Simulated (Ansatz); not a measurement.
Geometry optimisation, Ansatz 0.2.0, RKS BHLYP-D4/def2-SVP.

Input:

```yaml
crystal:
  periodic: [false, false, false]
  atoms:
    - { symbol: Ga, position_ang: [0.066069, -0.526706, -0.352802] }
    - { symbol: H, position_ang: [-0.078132, 0.147309, 2.334144] }
    - { symbol: H, position_ang: [1.417386, 0.233067, -0.467052] }
    - { symbol: H, position_ang: [-1.318598, -0.055006, -0.882991] }
    - { symbol: "N", position_ang: [0.089462, -2.180247, 0.550744] }
    - { symbol: H, position_ang: [-0.691597, -2.8148, 0.544213] }
    - { symbol: H, position_ang: [0.941808, -2.649179, 0.807322] }
    - { symbol: H, position_ang: [-0.056998, -0.532539, 2.106122] }
basis:
  gaussian: { orbitals: def2-SVP }
hamiltonian:
  xc: { name: BHLYP }
  dispersion: d4
relax:
  f_tol: 0.03
  max_steps: 50
```

Run as:

```bash
$ ansatz run input.yaml --threads 1 --pin off --max-ram 2048MiB --backend cpu --events-out ev --progress --plain --runs-dir out
```

Where does it end, and by what steps?

The run converged. The force dipped under the threshold on the way, but the program's further checks kept it going. After 19 steps the energy has fallen by 0.217 eV; H2 moved furthest, 1.27 Å.

```json
{"step": "0", "energy less start (eV)": "0.0000", "largest force component (eV/Å)": "1.671", "accepted": "yes"}
{"step": "1", "energy less start (eV)": "-0.1496", "largest force component (eV/Å)": "0.623", "accepted": "yes"}
{"step": "2", "energy less start (eV)": "-0.1866", "largest force component (eV/Å)": "0.241", "accepted": "yes"}
{"step": "3", "energy less start (eV)": "-0.1834", "largest force component (eV/Å)": "0.280", "accepted": "no"}
{"step": "4", "energy less start (eV)": "-0.1918", "largest force component (eV/Å)": "0.078", "accepted": "yes"}
{"step": "5", "energy less start (eV)": "-0.1935", "largest force component (eV/Å)": "0.016", "accepted": "yes"}
{"step": "6", "energy less start (eV)": "-0.1951", "largest force component (eV/Å)": "0.106", "accepted": "yes"}
{"step": "7", "energy less start (eV)": "-0.1961", "largest force component (eV/Å)": "0.204", "accepted": "yes"}
{"step": "8", "energy less start (eV)": "-0.1979", "largest force component (eV/Å)": "0.298", "accepted": "yes"}
{"step": "9", "energy less start (eV)": "-0.2008", "largest force component (eV/Å)": "0.336", "accepted": "yes"}
{"step": "10", "energy less start (eV)": "-0.1989", "largest force component (eV/Å)": "0.318", "accepted": "no"}
{"step": "11", "energy less start (eV)": "-0.2046", "largest force component (eV/Å)": "0.093", "accepted": "yes"}
{"step": "12", "energy less start (eV)": "-0.2079", "largest force component (eV/Å)": "0.051", "accepted": "yes"}
{"step": "13", "energy less start (eV)": "-0.2109", "largest force component (eV/Å)": "0.162", "accepted": "yes"}
{"step": "14", "energy less start (eV)": "-0.2122", "largest force component (eV/Å)": "0.236", "accepted": "yes"}
{"step": "15", "energy less start (eV)": "-0.2142", "largest force component (eV/Å)": "0.136", "accepted": "yes"}
{"step": "16", "energy less start (eV)": "-0.2153", "largest force component (eV/Å)": "0.018", "accepted": "yes"}
{"step": "17", "energy less start (eV)": "-0.2161", "largest force component (eV/Å)": "0.034", "accepted": "yes"}
{"step": "18", "energy less start (eV)": "-0.2164", "largest force component (eV/Å)": "0.080", "accepted": "yes"}
{"step": "19", "energy less start (eV)": "-0.2165", "largest force component (eV/Å)": "0.029", "accepted": "yes"}
```

```xyz
8
Properties=species:S:1:pos:R:3
Ga 0.131 -0.678 -0.928
H -0.208 -0.320 3.509
H 1.523 -0.125 -1.356
H -1.239 -0.308 -1.571
N 0.103 -1.849 0.455
H -0.724 -2.306 0.799
H 0.926 -2.192 0.921
H -0.143 -0.601 2.811
```

Run time: 52 s on 1 thread of Arm Neoverse V1, with other jobs on the host, peak memory 0.14 GiB.
